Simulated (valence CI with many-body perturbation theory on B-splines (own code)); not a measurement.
## Questions on Sn

Method: configuration interaction combined with many-body perturbation theory (CI+MBPT): four valence electrons over a frozen Dirac-Fock core [Kr] 4d10, a basis of 9 s, 9 p, 8 d, 6 f, 3 g, 1 h functions for each j, with the one-electron correlation potential Σ1, the two-electron term Σ2, the three-electron term Σ3, Breit, model QED; selected CI, second order for the rest, scaled by the run's own slope (own B-spline code, finite nucleus).

Against 31 measured levels this calculation errs by 77 cm⁻¹ on average and by 368 at most. These come from a selection out of the NIST Handbook of Basic Atomic Spectroscopic Data. Levels without a partner in it may be off by more. Among the levels kept, up to 460 cm⁻¹ of a level comes from second order outside the variational space, and about a tenth of that is noise between levels of different J, which matters for small intervals.

Names give the largest LS component (configuration and term), which can be under half, so a name can repeat, a term be missing and a line seem to break the LS rules; names also repeat where a configuration has a term twice.

Rates and lifetimes use the calculated energies. Strong lines usually hold to 10 to 20 %, long lifetimes can be off by a factor of two.

(1) What is the ground level?

(2) Where does the other parity begin?

(3) What are the static dipole polarisabilities of the lowest levels?

(4) Name the longest-lived excited levels whose lifetime is computed, and their main decay.

(5) How well does LS coupling describe the low levels?

(6) What is the ionisation energy?

(7) Among levels below 6.372 eV, which E1 lines absorb most strongly from the ground level?

Results:

(1) 5s2 5p2 3P_0, composition 91 % 5s2 5p2 3P + 3 % 5s2 5p2 1S.

(2) At 5s2 5p 6s 3P°_0, 4.301 eV.

(3) 5s2 5p2 3P_0 51.6; 5s2 5p2 3P_1 53.8 (tensor -2.9); 5s2 5p2 3P_2 55.3 (tensor 2.1); 5s2 5p2 1D_2 60.4 (tensor -9.4) bohr³, of which the core gives 2.26. The recommended value for the atom is 53 ± 6 bohr³ (Schwerdtfeger and Nagle, table of static dipole polarizabilities (2023 update)).

(4) 5s2 5p2 3P_2 at 0.4236 eV lives 15.8 s, mostly by M1 to 5s2 5p2 3P_1; 5s2 5p2 3P_1 at 0.2093 eV lives 11.9 s, mostly by M1 to 5s2 5p2 3P_0; 5s2 5p2 1D_2 at 1.062 eV lives 1.01 s, mostly by M1 to 5s2 5p2 3P_2.

(5) Among the lowest 20 levels the leading LS term, summed over configurations, holds 78 % on average. For single configurations the figures are 70 % in LS and 78 % in jj coupling. Terms mix most in the J = 1 level at 5.369 eV, where the leading one holds 44 %.

(6) 7.3316 eV; NIST lists 7.34392 eV (measured).

(7) to 5s2 5p 5d 3D°_1 at 225.3 nm, f = 0.372; to 5s2 5p 6s 3P°_1 at 286.0 nm, f = 0.198; to 5s2 5p 6s 1P°_1 at 254.4 nm, f = 0.0630.
